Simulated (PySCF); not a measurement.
ReOF₃, SMILES [F][Re]([F])([F])=[O] (connectivity only; charge and spin as stated), neutral, multiplicity 3. Geometry: PBE-D3(BJ)/def2-SVP. The multiplicity is an assumed one; other spin states were not compared. The def2 effective core potentials stand for the cores of Re; spin–orbit coupling is left out.

These are PBE-D3(BJ)/def2-SVP run with PySCF values and carry that method's errors.

Harmonic wavenumbers (cm⁻¹): 117, 217, 224, 228, 266, 634, 682, 683, 1025. Rotational constants (GHz): 3.953, 3.374, 2.365; symmetry number 1.

### Question
Work out the zero-point energy and the ideal-gas rigid-rotor harmonic-oscillator thermochemistry at 298.15 K and 1 atm.

### Answer
ZPE = ½ Σ hcν = ½ × 4075 cm⁻¹ = 24.37 kJ/mol. H − E(el) = 42.59 kJ/mol. Entropy in J/(mol K): translation 178.06, rotation 111.81, vibration 49.04, spin 9.13, total 348.05. G − E(el) = -61.18 kJ/mol. Cp = 84.00 J/(mol K). Modes under 150 cm⁻¹ make the vibrational entropy uncertain.
